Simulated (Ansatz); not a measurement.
Consider the silylene loss: `[OH][GeH]([F])[S][SiH3]` → `[OH][GeH]([F])[SH]` + `[SiH2]`.

Program: Ansatz. Geometries: PBE0-D4/def2-TZVP. ΔE: electronic, gas phase. CCSD(T)/CBS is the MP2 limit (def2-TZVPP, def2-QZVPP) plus CCSD(T) − MP2 in def2-TZVPP, frozen cores. This one scheme is used for every species. Functionals use def2-TZVPP. B3LYP here is the variant with VWN-RPA as its local correlation; programs differ in this. For Ge outer-core shells are correlated without core-valence functions, which leaves a few kJ/mol of doubt a bond. Scalar relativity is left out up to krypton. Each species was taken in one conformer, which may not be the lowest.

`[OH][GeH]([F])[S][SiH3]`:

Z-matrix (Å, degrees):
```
Ge
F 1 1.739
S 1 2.184 2 111.1
O 1 1.764 2 104.1 3 116.1
H 1 1.529 2 106.5 3 -123.1
Si 3 2.154 1 98.1 2 84.7
H 4 0.962 1 111.8 2 18.8
H 6 1.482 3 110.8 1 -47.4
H 6 1.483 3 103.7 1 -165.5
H 6 1.480 3 111.5 1 76.4
```

`[OH][GeH]([F])[SH]`:

Z-matrix (Å, degrees):
```
Ge
F 1 1.732
S 1 2.203 2 102.5
O 1 1.757 2 108.8 3 119.2
H 1 1.526 2 108.9 3 -125.1
H 3 1.345 1 92.4 2 176.5
H 4 0.961 1 112.8 2 -68.5
```

`[SiH2]`:

Cartesian coordinates in Å:
```
Si -0.141 -0.255 -0.649
H 0.846 -0.628 0.452
H -0.705 0.882 0.197
```

```
             level  ΔE (eV)  difference from CCSD(T)/CBS
            PBE-D4     3.11                         0.01
         r2SCAN-D4     3.30                         0.20
           PBE0-D4     3.21                         0.11
          B3LYP-D4     3.03                        -0.07
           ωB97X-V     3.18                         0.08
           ωB97M-V     3.04                        -0.06
            B2PLYP     3.00                        -0.10
               PBE     3.00                        -0.10
            r2SCAN     3.27                         0.17
              PBE0     3.12                         0.02
             B3LYP     2.85                        -0.25
     HF/def2-TZVPP     2.86                        -0.24
    MP2/def2-TZVPP     3.24                         0.14
SCS-MP2/def2-TZVPP     3.10                         0.00
   CCSD/def2-TZVPP     2.94                        -0.16
CCSD(T)/def2-TZVPP     2.99                        -0.11
     HF/def2-QZVPP     2.87                        -0.23
    MP2/def2-QZVPP     3.31                         0.21
SCS-MP2/def2-QZVPP     3.16                         0.06
      HF/CBS(def2)     2.87                        -0.23
     MP2/CBS(def2)     3.35                         0.25
    CCSD/CBS(def2)     3.04                        -0.06
       CCSD(T)/CBS     3.10                            0
```

Largest T1 diagnostic among the species: 0.014.

From PBE to PBE0 (25 % exact exchange), in def2-TZVPP and without D4, ΔE moves by +0.11 eV. The D4 term adds +0.18 eV with B3LYP and +0.09 eV with PBE0; it sums over pairs of atoms, weighted by their polarisabilities, and B3LYP, whose exchange is more repulsive, gets the larger term.
